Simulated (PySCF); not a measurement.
A structure optimised at PBE-D3(BJ)/def2-SVP, used in a PySCF frequency run:

```xyz
10

F     -1.4791     1.6272    -0.7215
Si    -0.6958     0.6281     0.3263
C     -0.7542    -1.2627    -0.0651
O      0.6548    -1.5671     0.1055
Si     1.5157    -0.0792     0.0310
H     -1.1749     0.9970     1.7056
H     -1.3570    -1.8880     0.6292
H     -1.0975    -1.4837    -1.1019
H      2.1805     0.1724    -1.2990
H      2.5681    -0.0143     1.1041
```
Charge 0, spin multiplicity 1.

Task: Write its SMILES and formula.

Result: F[Si@H]1CO[SiH2]1, CH₅FOSi₂

Task: What are its rotational constants (standard atomic weights)?

Result: 5.4920, 2.2734, 1.8132 GHz
